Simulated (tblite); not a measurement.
Species: C7H10N2.
Z-matrix (Å and degrees, GFN2-xTB geometry), rows numbered from 1:
```
C 
C   1  1.3291
C   2  1.4414  1  124.28
C   3  1.3903  2  130.79  1     7.55
C   4  1.3940  3  105.01  2   179.25
N   5  1.3215  4  110.90  3     0.02
N   6  1.3268  5  106.34  4    -0.35
C   7  1.4378  3  128.76  2     4.23
C   8  1.5277  7  111.52  3    77.53
H   1  1.0760  2  121.82  3     0.75
H   1  1.0759  2  121.59  3  -179.33
H   2  1.0824  1  119.53  3   179.70
H   4  1.0702  3  127.52  2    -0.16
H   5  1.0718  4  128.84  3  -179.83
H   8  1.0940  7  109.63  3   -45.22
H   8  1.0923  7  106.24  3  -162.68
H   9  1.0868  8  110.06  7   178.29
H   9  1.0871  8  109.85  7    58.60
H   9  1.0879  8  110.75  7   -61.26
```

Computed with GFN2-xTB (tblite): harmonic, unscaled wavenumbers at the GFN2-xTB geometry, gas phase. Errors from tens to a few hundred cm⁻¹ against measured bands are possible. One conformer, not necessarily the lowest.

Harmonic wavenumbers (cm⁻¹): 53.5, 98.9, 134.4, 186.4, 220.0, 224.0, 331.2, 392.1, 484.4, 566.0, 618.0, 635.3, 703.9, 747.7, 799.4, 823.6, 848.4, 877.9, 908.1, 997.3, 1005.4, 1034.2, 1046.4, 1082.3, 1089.4, 1138.0, 1182.6, 1232.4, 1302.4, 1315.4, 1341.7, 1375.0, 1393.9, 1402.5, 1406.7, 1453.3, 1471.4, 1487.1, 1498.0, 1533.1, 1668.3, 2952.8, 2991.4, 3038.7, 3048.2, 3050.6, 3056.9, 3115.3, 3141.8, 3170.3, 3186.1.

A = 2104, B = 1677, C = 1007 MHz; mass 122.084 u (most abundant isotopes); point group C1, symmetry number 1.

Question: What is the zero-point energy?

Answer: Half the sum of the wavenumbers: 34431 cm⁻¹ = 98.44 kcal/mol.

Question: Give the ideal-gas entropy at 273.15 K and 1 bar in the rigid-rotor, harmonic-oscillator model (classical rotation).

Answer: Translation 39.90, rotation 28.63, vibration 21.44: S = 90.0 cal/(mol K).

Question: And Cp and H(273.15 K) − H(0)?

Answer: Cp = 32.45 cal/(mol K), of which vibrations give 24.50 (their classical limit is 51 R = 101.3); H(273.15 K) − H(0) = 5.38 kcal/mol without the zero-point energy, 3.21 from vibrations.

Question: Blend soft modes into free rotors: weight 1/[1 + (100 cm⁻¹/ν̃)⁴] for the oscillator and the rest for a rotor with moment μB/(μ + B), μ = h/(8π²ν), B = 10⁻⁴⁴ kg m². What vibrational entropy results?

Answer: 20.11 cal/(mol K) in place of 21.44, which changes −T·S at 273.15 K by +0.36 kcal/mol.

Question: Which modes carry the vibrational entropy at 273.15 K?

Answer: 53.5 cm⁻¹: 4.51; 98.9 cm⁻¹: 3.31; 134.4 cm⁻¹: 2.71; 186.4 cm⁻¹: 2.10; 220.0 cm⁻¹: 1.80; 224.0 cm⁻¹: 1.77 cal/(mol K); the other 45 give 5.24 together.

Question: What must be added to the electronic energy to get the Gibbs energy at 273.15 K and 1 bar?

Answer: ZPE + [H(273.15 K) − H(0)] − T·S = 98.44 + 5.38 − 24.58 = 79.24 kcal/mol.

Hindered rotation and anharmonicity are outside this model. Other conformers, if any are populated, would add a mixing term that is left out. The structure is chiral; the term R ln 2 for an equal mix with its mirror image is left out.
